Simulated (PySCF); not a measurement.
**Polarisability and C₆ of Sn+ (tin, charge +1)**

[Kr] 4d10 5s2 5p1, 2P determinant. All numbers are calculated (PySCF 2.14, scalar relativity through the core potential, in aug-cc-pVQZ-PP with ECP28MDF (7s7p5d3f2g, 92 functions)). Coupled (time-dependent) response in atomic units; α is the mean over directions.

```csv
method,mean α (bohr³),"α xx, yy, zz",C₆ (like pair),S(−4)
UHF,28.91,"27.49, 31.76, 27.49",225.1,275.2
PBE,27.15,"24.91, 31.62, 24.91",205.5,260.5
PBE0,27.22,"25.31, 31.02, 25.31",207.1,252.2
```

S(−4) is the Cauchy moment in α(ω) = α(0) + S(−4) ω² + …

Spin-orbit coupling is absent.

α(iu) at PBE0:

```
u (hartree)  α(iu) (bohr³)
          0          27.22
     0.0500          26.60
      0.100          24.95
      0.200          20.21
      0.300          15.68
      0.500          9.689
      0.750          6.061
       1.00          4.263
       1.50          2.565
       2.00          1.761
       3.00         0.9913
       5.00         0.4345
```

A single London oscillator, α(iu) = α/(1 + u²/ω²), gives C₆ = (3/4) ω α². Matching the computed C₆ needs ω = 4 × 207.1 / (3 × 27.22²) = 0.373 hartree.

For an ion, C₆ is the dispersion term alone; charge-induced terms of lower order in 1/R come first.

The components differ because the open shell of this determinant is not spherical; for a pure term their mean is the scalar polarisability.

Energies and moments cover only the electrons outside the core potential.
